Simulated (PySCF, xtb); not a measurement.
C2H5AlCl2, SMILES [Cl][Al]([Cl])[CH2]C. One conformer was computed; it need not be the lowest.

Harmonic wavenumbers (cm⁻¹) from GFN2-xTB run with xtb at its own minimum, in rising order: 33, 76, 121, 148, 222, 231, 414, 579, 604, 627, 912, 978, 1045, 1208, 1215, 1410, 1457, 1496, 1499, 2883, 2908, 2999, 3018, 3026.

Question: What does PySCF with PBE-D3(BJ)/def2-SVP give at its own minimum? (The exact figures need the calculation; the answer reports its results.)

Answer: 17, 88, 135, 144, 236, 264, 409, 580, 591, 645, 899, 932, 1021, 1170, 1195, 1348, 1371, 1421, 1429, 2958, 2967, 3002, 3047, 3059. Paired by order, the mean absolute difference is 32 cm⁻¹ and the zero-point energies are 41.6 and 41.4 kcal/mol.
